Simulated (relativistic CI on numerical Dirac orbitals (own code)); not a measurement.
Sc II: what numerical and physical settings do to a radial Dirac CI calculation

Reference input:

```
atom Sc  Z=21  charge=1  electrons=20
nucleus A=45  rms_radius_fm=3.5459
hamiltonian dirac-coulomb  breit=on  qed=on  c_scale=1
orbitals kli  potential=per-configuration
slater_scale 1
correlation none
mixing on
grid step=0.0125 r_max=74.5
scf mixing=0.4 start=green max_iterations=150 tolerance=2e-08 node_fill=0.05
configurations
  [Ar] 3d 4s
  [Ar] 3d2
  [Ar] 3d 4p
end
```

Computed lowest total energy -762.79691 Ha, first excitation 56.4 cm⁻¹, 37 SCF steps. Runs with settings changed; * marks those that are bad on purpose:

```
                                                            Changed    Outcome  Lowest level   ΔE (Ha)  First excitation (cm⁻¹)  SCF steps  Message
   SCF mixing 0.05, node fill of the KLI weights 0.5, QED terms off  converged      3d4s ³D1    -0.133                     69.4         66         
end of the grid at 111.75 bohr, QED terms off, start potential bare  converged      3d4s ³D1    -0.149                     56.0         46         
                                                     Breit term off  converged      3d4s ³D1    -0.226                     69.5         37         
                                SCF mixing 0.9, SCF tolerance 1e-10  converged      3d4s ³D1  -3.3e-10                     56.4         34         
                                         nuclear radius 354.59 fm *  converged      3d4s ³D1        10                     57.7         37         
                                                   SCF mixing 1.8 *  converged      3d4s ³D1  -1.4e-09                     56.4         35
```

With so few configurations and no correlation, terms lie too far apart (by 10 to 50 % near neutrality), their order can be wrong, and levels of other configurations are missing.
